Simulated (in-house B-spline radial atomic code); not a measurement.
# RPA and G0W0 on r2SCAN0: Ca VI (Ca5+)

Configuration [Ne] 3s2 3p3, highest spin, mean-field start r2SCAN0. Computed with a B-spline radial code for spherical atoms: all electrons, non-relativistic, point nucleus, each spin shell either full or empty, empty states to l = 9 with an (l + 1/2)⁻⁴ tail; G0W0 by contour deformation at full frequency.

Command:
```bash
python run_gw.py task.json out
```
Settings (radii: box in bohr, nucleus in fm):
```
Z                        20
electrons                15
configuration            [Ne] 3s2 3p3
hamiltonian              nr
method                   r2scan0
lmax                     9
spin_polarised           True
box_radius               10.43
intervals                48
```

Run time, properties included: 2 s on 1 thread of Arm Neoverse N1, with other jobs on the host.

Energies (hartree):

| term | value |
| --- | --- |
| mean-field total | -669.44737 |
| Hartree-Fock functional on these orbitals | -668.86828 |
| direct second order | -1.02 |
| second-order exchange | 0.37099 |
| SOSEX correction | 0.33986 |

**Question.** What is the RPA correlation energy, and what remains with SOSEX?

**Answer.** RPA gives -0.908 hartree (-1.65 eV per electron); RPA + SOSEX gives -0.56814, and the second-order doubles -0.64898 hartree (no singles). RPA lacks exchange-type terms and so overcorrelates at short range.

Quasi-particle levels (eV):

| level | occupied | mean field | Σx - vxc | Σc | QP weight | G0W0 |
| --- | --- | --- | --- | --- | --- | --- |
| 3p up | yes | -101.59 | -6.16 | ? | ? | ? |
| 3s down | yes | -114.46 | -4.27 | -2.90 | 0.960 | -121.63 |
| 2p down | yes | -427.01 | -22.44 | 6.63 | 0.932 | -442.82 |
| 3p down | no | -89.62 | 8.08 | -3.13 | 0.957 | -84.67 |

G0W0 = mean field + (Σx - vxc) + Σc, with Σc (partial-wave tail included) taken at the quasi-particle energy. Only the outer levels were computed. Levels of low weight are left out.

**Question.** Where does G0W0 put 3p up?

**Answer.** At -108.05 eV, with Σc = -0.30 eV and a quasi-particle weight of 0.957. The tabulated removal energy is 108.78 ± 0.25 eV (NIST, semi-empirical); the calculation leaves out relativity, Breit and QED terms, and what these don't explain is the method's own error.
